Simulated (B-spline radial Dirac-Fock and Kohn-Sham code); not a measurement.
## Co 2s: cross section and angular parameters

System: atomic cobalt in the configuration [Ar] 3d7 4s2; threshold 925.1 eV (tabulated edge). Calculated with a B-spline atomic structure program, using Dirac-Hartree-Slater photoionisation with a Latter tail; cross sections with all multipoles, angular parameters from the dipole term and its interference with E2.

```
hν (eV)  σ (kb)      β       γ
   1210    93.2  1.999   0.198
 1486.9    66.9  1.999  -0.013
   2000    39.7  1.999  -0.051
   3580    12.5  1.999   0.284
   4290    8.45  1.999   0.451
   4570    7.35  1.999   0.515
   5170    5.57  1.999   0.648
 5414.7    5.01  1.999   0.699
   5640    4.56  1.999   0.746
   5810    4.26  1.999   0.780
   7170    2.60  1.999   1.035
   7210       ?      ?       ?
 8047.8    1.97  1.999   1.187
   8080    1.95  1.999   1.192
 9251.7    1.40  1.999   1.381
  12000   0.729  1.999   1.770
  13500   0.538  1.999   1.959
```

Q: Give the values at 7210 eV.

A: σ = 2.57 kb, β = 1.999, γ = 1.043. For an s subshell δ is negligible.
